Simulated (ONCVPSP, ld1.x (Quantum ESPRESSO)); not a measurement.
**Pseudopotentials across the periodic table**

Generated with ld1.x 7.5 (TM, RRKJ, ultrasoft, PAW), atompaw 4.2 or ONCVPSP 4.0.1. The cutoff is in Ry: for ld1.x and atompaw files where the sum of valence levels is converged to 10 mRy in a Bessel basis, for ONCV files where the hardest occupied wave has 1 mHa per electron of residual kinetic energy. The error is the largest all-electron minus pseudo excitation energy over each file’s own four to seven test configurations (ionisations up to +4, promotions, holes and added fractions of an electron), all of which were solved. The labels leave out finer settings (local radius, basis sizes, second energies), which also bear on the numbers. Spin-polarised tests are not counted. The rows are a selection from randomly drawn settings: files with unsolved tests, undetermined cutoffs or missed reference levels are left out.

A true bound ghost makes a file unfit for plane-wave use even where its test errors are small: the radial tests pick states by their node count and pass the ghost by.

| element | potential | cutoff (Ry) | largest error (meV) | bound ghosts |
| --- | --- | --- | --- | --- |
| Be | ONCV, LDA (Perdew-Wang 92), scalar-relativistic, rc 0.65/4.00/4.10 (spd), local smoothed, core correction no, reference 1s2 2s1.75 2p0.25, qcut 19.4/3.9/2.4, projectors 2/2/2 | 258 | +44 | none |
| F | ONCV, PBEsol, scalar-relativistic, rc 0.70/1.35 (sp), local smoothed, core correction no, reference 2s2 2p5, qcut 10.7/10.1, projectors 2/3 | 111 | +846 | none |
| Sr | ONCV, PBE, scalar-relativistic, rc 2.50/1.70/2.45/2.65 (spdf), local smoothed, core correction no, reference 4s2 4p6 5s2, qcut 4.5/5.5/4.1/4.1, projectors 2/2/1/2 | 32 | -305 | none |
| Cs | ONCV, PBE, scalar-relativistic, rc 3.35/2.65/2.60 (spd), local smoothed, core correction yes, reference 5s2 5p6 6s1, qcut 4/6.3/4.1, projectors 3/1/2 | 23 | -340 | d |
| Pt | TM semilocal, LDA (PZ), scalar-relativistic, rc 2.10/2.10/1.95 (spd), local s, core correction no, reference 5d8 6s0 6p0 | 40 | -123 | none |

(1) Fill in the row for Sn: ONCV, Wu-Cohen, fully relativistic, rc 1.65/1.65/1.50 (spd), local smoothed, core correction yes, reference 4d10 5s1, qcut 3.2/5.2/11.7, projectors 3/2/2.

(2) Fill in the row for S: ONCV, BLYP, scalar-relativistic, rc 1.40/1.15/1.15 (spd), local p, core correction no, reference 3s2 3p4, qcut 4.3/7.6/9.4, projectors 3/0/1.

(3) Fill in the row for Hf: ONCV, PBE, fully relativistic, rc 2.40/1.90/1.90 (spd), local smoothed, core correction yes, reference 5p6 5d2 6s1.5, qcut 2.5/6.6/4.2, projectors 2/2/2.

## Answers

(1) cutoff 86 Ry, largest error -176 meV, bound ghosts: s, p3/2, p1/2.

(2) cutoff 47 Ry, largest error +86 meV, bound ghosts: s.

(3) cutoff 39 Ry, largest error +14 meV, bound ghosts: none.
